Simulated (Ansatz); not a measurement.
Two isomers of BClH6Si2: A = `B[SiH]([SiH3])Cl`, B = `[SiH3]B[SiH2]Cl`.

Program: Ansatz. Geometries: PBE0-D4/def2-TZVP. ΔE: electronic, gas phase. CBS: MP2 limit from def2 TZ/QZ plus the TZ coupled-cluster correction, frozen cores. Functionals use def2-TZVPP. B3LYP here is the variant with VWN-RPA as its local correlation; programs differ in this. Each species was taken in one conformer, which may not be the lowest.

Which is lower in electronic energy at CCSD(T)/CBS, and by how much? (Best estimate.)

Computed: A, by 3.7 kcal/mol.

Give E(B) − E(A) in kcal/mol with HF/def2-TZVPP, CCSD/def2-TZVPP, CCSD(T)/def2-SVP, PBE0-D4, BLYP-D4, B3LYP, B2PLYP. (Best estimate.)

Computed: HF/def2-TZVPP 2.9, CCSD/def2-TZVPP 3.3, CCSD(T)/def2-SVP 2.5, PBE0-D4 4.5, BLYP-D4 4.3, B3LYP 3.6, B2PLYP 3.7. None reverses the order clearly.

Does the order hold for the free energy at 298.15 K (harmonic terms from PBE0-D4)? (An estimate is asked.)

Computed: Yes: G(B) − G(A) = +2.7 kcal/mol, for one conformer each. Modes under 60 cm⁻¹, often nearly free rotors, make the harmonic entropy too high.

Largest T1 diagnostic: 0.012.

At CCSD(T), def2-SVP lies −1.2 kcal/mol from the extrapolated value and def2-TZVPP −0.2 kcal/mol. Leaving LDA and LC-ωPBE aside and taking each functional with its dispersion term where it has one, the values, not all of them listed here, spread over 1.2 kcal/mol, from B97M-V to revPBE-D4.
